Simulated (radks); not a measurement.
The numbers below are computed, except where a source is named.
Coherent X-ray form factor from a spherical all-electron density. Code: a radial shooting solver on a logarithmic mesh with Libxc functionals. Model: scalar-relativistic Kohn-Sham, LDA (Slater exchange, Perdew-Wang correlation), spin-polarised, spherical densities, finite nucleus; Fermi nuclear charge, rms radius of each element as measured or else 0.836 A^(1/3) + 0.57 fm.

sin(theta)/lambda (1/angstrom),f0 (electrons)
0.05,78.348
0.1,76.489
0.15,73.674
0.2,70.233
0.25,66.489
0.3,62.700
0.4,55.616
0.5,49.588
0.6,44.597
0.8,36.818
1,30.764
1.25,24.765
1.5,20.378
2,15.433

The species is in the configuration that NIST lists as its ground one. Which atom or ion scatters so?

Answer. The bismuth ion Bi4+, [Xe] 4f14 5d10 6s1. Extrapolating in s^2 from the first two rows gives f0(0) = 79.0, near the electron count 79; among species with that count, the fall with angle is slower the higher Z, and the table is that of Z = 83; from so few rows the species is fixed only to a neighbour or two.
